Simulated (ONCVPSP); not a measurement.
# Building the ONCV potential for mercury (Hg) (PBEsol, scalar-relativistic).

Input for ONCVPSP 4.0.1:

```
# ATOM AND REFERENCE CONFIGURATION
# atsym  z   nc   nv     iexc    psfile
  Hg 80.00   10    4  -116133      upf
#
#   n    l    f
    1    0    2.00
    2    0    2.00
    2    1    6.00
    3    0    2.00
    3    1    6.00
    3    2   10.00
    4    0    2.00
    4    1    6.00
    4    2   10.00
    4    3   14.00
    5    0    2.00
    5    1    6.00
    5    2   10.00
    6    0    1.00
#
# PSEUDOPOTENTIAL AND OPTIMIZATION
# lmax
    2
#
#   l,   rc,      ep,       ncon, nbas, qcut
    0    1.40    0.00    4    8   10.10
    1    1.70    0.00    4    8    9.00
    2    1.40    0.00    4    8    7.00
#
# LOCAL POTENTIAL
# lloc, lpopt,  rc(5),   dvloc0
    4    5    1.30    2.00
#
# VANDERBILT-KLEINMAN-BYLANDER PROJECTORs
# l, nproj, debl
    0    2    3.10
    1    1    1.00
    2    1    1.40
#
# MODEL CORE CHARGE
# icmod, fcfact, rcfact
    1    0.45    0.00
#
# LOG DERIVATIVE ANALYSIS
# epsh1, epsh2, depsh
   -6.00    5.00    0.04
#
# OUTPUT GRID
# rlmax, drl
    6.00    0.01
#
# TEST CONFIGURATIONS
# ncnf
    4
# nvcnf
#   n    l    f
    4
    5    0    2.00
    5    1    6.00
    5    2   10.00
    6    0    2.00
#
    4
    5    0    2.00
    5    1    6.00
    5    2   10.00
    6    0    0.00
#
    4
    5    0    2.00
    5    1    6.00
    5    2    9.00
    6    0    0.00
#
    5
    5    0    2.00
    5    1    6.00
    5    2    9.00
    6    0    2.00
    6    1    1.00
#
```

Command:

```bash
oncvpsp.x < Hg.dat > Hg.out
```

The program printed (shortened: citation, most of the input echo, consistency checks and plot data are left out):

```
ONCVPSP  (Optimized Norm-Conservinng Vanderbilt PSeudopotential)
scalar-relativistic version 4.0.1

#   n    l    f        energy (Ha)
    1    0    2.00    -3.0563762E+03
    2    0    2.00    -5.4196677E+02
    2    1    6.00    -4.6737381E+02
    3    0    2.00    -1.2885686E+02
    3    1    6.00    -1.0731155E+02
    3    2   10.00    -8.4656161E+01
    4    0    2.00    -2.8578687E+01
    4    1    6.00    -2.1515956E+01
    4    2   10.00    -1.3143329E+01
    4    3   14.00    -3.8592460E+00
    5    0    2.00    -4.6795374E+00
    5    1    6.00    -2.7802474E+00
    5    2   10.00    -6.9367950E-01
    6    0    1.00    -5.4249406E-01

Reference configufation results
  iterations    23
  all-electron total energy (Ha)   -1.96169524D+04

Begin loop to  construct optimized pseudo wave functions
and semi-local pseudopoentials for all angular momenta

Calculating optimized projector #   1

 for l=   0

    Fraction of norm inside rc  0.943208
    Optimizing pswf for qcut=  10.11 a_B^-1,  ecut=  51.06 Ha
    Residual kinetic energy error=  2.60D-07 Ha

    Energy error per electron        Cutoff
         Ha          eV             Ha
         0.01000     0.27211       28.06
         0.00100     0.02721       35.02
         0.00010     0.00272       40.64
         0.00001     0.00027       44.90

Calculating optimized projector #   2

 for l=   0

    Fraction of norm inside rc  0.067749
    Optimizing pswf for qcut=  10.11 a_B^-1,  ecut=  51.06 Ha
    Residual kinetic energy error=  3.50D-07 Ha

    Energy error per electron        Cutoff
         Ha          eV             Ha
         0.01000     0.27211       24.62
         0.00100     0.02721       32.99
         0.00010     0.00272       39.60
         0.00001     0.00027       44.83

Calculating optimized projector #   1

 for l=   1

    Fraction of norm inside rc  0.952333
    Optimizing pswf for qcut=   9.01 a_B^-1,  ecut=  40.59 Ha
    Residual kinetic energy error=  5.24D-08 Ha

    Energy error per electron        Cutoff
         Ha          eV             Ha
         0.01000     0.27211       12.72
         0.00100     0.02721       16.01
         0.00010     0.00272       25.86
         0.00001     0.00027       31.98

Calculating optimized projector #   1

 for l=   2

    Fraction of norm inside rc  0.527199
    Optimizing pswf for qcut=   7.01 a_B^-1,  ecut=  24.54 Ha
    Residual kinetic energy error=  1.38D-04 Ha

    Energy error per electron        Cutoff
         Ha          eV             Ha
         0.01000     0.27211       17.03
         0.00100     0.02721       21.43
         0.00010     0.00272       25.61
         0.00001     0.00027       43.56

Construct Vanderbilt / Kleinmman-Bylander projectors

B matrix Hermiticity error, ll=   0
   1   2    8.7195E-04

  Orthonormal projector coefficients  1.5209E+01 -2.6285E-01

Model core correction analysis
  based on d2Exc/dn_idn_j

d2excae - all-electron derivatives

   -2.928964D-02   -2.517927D-02   -1.348379D-02   -1.727533D-03
   -2.520088D-02   -2.434363D-02   -1.562479D-02   -1.699283D-03
   -1.363481D-02   -1.588671D-02   -1.374242D-02   -1.945255D-03
   -1.947124D-03   -2.188724D-03   -2.705453D-03   -1.000139D-03

d2excps - pseudofunction derivatives with no core correction

   -4.370270D-02   -3.574438D-02   -1.746264D-02   -3.104580D-03
   -3.576669D-02   -3.118500D-02   -1.794083D-02   -2.812820D-03
   -1.761534D-02   -1.820534D-02   -1.495080D-02   -2.274814D-03
   -3.326208D-03   -3.306943D-03   -3.042197D-03   -1.135681D-03

rms 2nd derivative error    5.745669E-03

Polynomial model core charge

d2excps - pseudofunction derivatives with core correction

   -2.769234D-02   -2.403920D-02   -1.397380D-02   -1.609152D-03
   -2.406080D-02   -2.261525D-02   -1.541258D-02   -1.721727D-03
   -1.412471D-02   -1.567448D-02   -1.407900D-02   -1.973504D-03
   -1.828558D-03   -2.211140D-03   -2.733660D-03   -9.880743D-04

rms 2nd derivative error    7.438306E-04

Pseudoatom total energy -155.288358

Diagnostic tests using Vanderbilt-Kleinman-Bylander pseudopotentials
  1 or more projectors used as specified by nproj input data

   l    rcore       rmatch      e in        delta e   norm test  slope test

   0   1.4051423   1.4478054  -4.6795374  -0.0000107   1.0003739   1.0003585
   0   1.4051423   1.4478054  -0.5424941   0.0000097   1.0000556   1.0000540

   1   1.7015930   1.7532570  -2.7802474  -0.0000002   0.9999997   0.9999956

   2   1.4051423   1.4478054  -0.6936795  -0.0000011   1.0000019   1.0000171

 Testing for bound ghosts
   n   l    E NL Schr. Eq   E Basis Diag.   E Cutoff

   1   0       -4.679548       -4.679548    134.00
   2   0       -0.542484       -0.483070    134.00

   2   1       -2.780248       -2.780247     77.61

   3   2       -0.693681       -0.689291    130.51

 Testing for highly-localized positive-energy ghosts
       l    <radius>/rc     E Basis Diag.   E Cutoff

       0        0.854092       15.836559    134.00  WARNING - GHOST(+)

Test configuration 0

   n   l     f        eae           eps        diff
   1   0  2.0000-3056.37616635
   2   0  2.0000 -541.96677191
   2   1  6.0000 -467.37380944
   3   0  2.0000 -128.85686325
   3   1  6.0000 -107.31155052
   3   2 10.0000  -84.65616115
   4   0  2.0000  -28.57868655
   4   1  6.0000  -21.51595574
   4   2 10.0000  -13.14332856
   4   3 14.0000   -3.85924601
   5   0  2.0000   -4.67953742   -4.67954811   -1.07D-05
   5   1  6.0000   -2.78024740   -2.78024757   -1.71D-07
   5   2 10.0000   -0.69367950   -0.69368058   -1.08D-06
   6   0  1.0000   -0.54249406   -0.54248441    9.65D-06

    Total energies and differences
      AE_ref= -1.96169524D+04  AE_tst= -1.96169524D+04  dif=  0.00D+00
      PS_ref= -1.55288358D+02  PS_tst= -1.55288358D+02  dif=  3.98D-13
      PSP excitation error= -3.98D-13

Test configuration 1

   n   l     f        eae           eps        diff
   1   0  2.0000-3056.04166317
   2   0  2.0000 -541.63490655
   2   1  6.0000 -467.04189027
   3   0  2.0000 -128.52440989
   3   1  6.0000 -106.97909135
   3   2 10.0000  -84.32393655
   4   0  2.0000  -28.24581757
   4   1  6.0000  -21.18309422
   4   2 10.0000  -12.81054601
   4   3 14.0000   -3.52640865
   5   0  2.0000   -4.34552231   -4.34499803    5.24D-04
   5   1  6.0000   -2.44504919   -2.44481217    2.37D-04
   5   2 10.0000   -0.36307045   -0.36312728   -5.68D-05
   6   0  2.0000   -0.25234442   -0.25229846    4.60D-05

    Total energies and differences
      AE_ref= -1.96169524D+04  AE_tst= -1.96173471D+04  dif= -3.95D-01
      PS_ref= -1.55288358D+02  PS_tst= -1.55683176D+02  dif= -3.95D-01
      PSP excitation error=  1.10D-04

Test configuration 2

   n   l     f        eae           eps        diff
   1   0  2.0000-3056.75105549
   2   0  2.0000 -542.33802137
   2   1  6.0000 -467.74514103
   3   0  2.0000 -129.22862762
   3   1  6.0000 -107.68332133
   3   2 10.0000  -85.02765379
   4   0  2.0000  -28.95079344
   4   1  6.0000  -21.88802706
   4   2 10.0000  -13.51526562
   4   3 14.0000   -4.23117108
   5   0  2.0000   -5.05203915   -5.05282138   -7.82D-04
   5   1  6.0000   -3.15348775   -3.15388737   -4.00D-04
   5   2 10.0000   -1.05877537   -1.05873100    4.44D-05

    Total energies and differences
      AE_ref= -1.96169524D+04  AE_tst= -1.96162540D+04  dif=  6.98D-01
      PS_ref= -1.55288358D+02  PS_tst= -1.54589660D+02  dif=  6.99D-01
      PSP excitation error= -2.78D-04

Test configuration 3

   n   l     f        eae           eps        diff
   1   0  2.0000-3057.31618340
   2   0  2.0000 -542.90493661
   2   1  6.0000 -468.31205657
   3   0  2.0000 -129.79308926
   3   1  6.0000 -108.24776697
   3   2 10.0000  -85.59257788
   4   0  2.0000  -29.51346815
   4   1  6.0000  -22.45053554
   4   2 10.0000  -14.07764835
   4   3 14.0000   -4.79281829
   5   0  2.0000   -5.60405700   -5.60420512   -1.48D-04
   5   1  6.0000   -3.69598149   -3.69630753   -3.26D-04
   5   2  9.0000   -1.56206766   -1.56195483    1.13D-04

    Total energies and differences
      AE_ref= -1.96169524D+04  AE_tst= -1.96149473D+04  dif=  2.01D+00
      PS_ref= -1.55288358D+02  PS_tst= -1.53282806D+02  dif=  2.01D+00
      PSP excitation error= -5.20D-04

Test configuration 4

   n   l     f        eae           eps        diff
   1   0  2.0000-3056.24801396
   2   0  2.0000 -541.84528327
   2   1  6.0000 -467.25212481
   3   0  2.0000 -128.73331638
   3   1  6.0000 -107.18797423
   3   2 10.0000  -84.53329322
   4   0  2.0000  -28.45365252
   4   1  6.0000  -21.39086530
   4   2 10.0000  -13.01835129
   4   3 14.0000   -3.73379915
   5   0  2.0000   -4.54659420   -4.54212478    4.47D-03
   5   1  6.0000   -2.63867825   -2.63527313    3.41D-03
   5   2  9.0000   -0.52575552   -0.52351670    2.24D-03
   6   0  2.0000   -0.34246878   -0.34069958    1.77D-03
   6   1  1.0000   -0.08732054   -0.08862659   -1.31D-03

    Total energies and differences
      AE_ref= -1.96169524D+04  AE_tst= -1.96169644D+04  dif= -1.20D-02
      PS_ref= -1.55288358D+02  PS_tst= -1.55302879D+02  dif= -1.45D-02
      PSP excitation error=  2.51D-03
```

The run took about 4.2 s on one core of a shared server CPU.
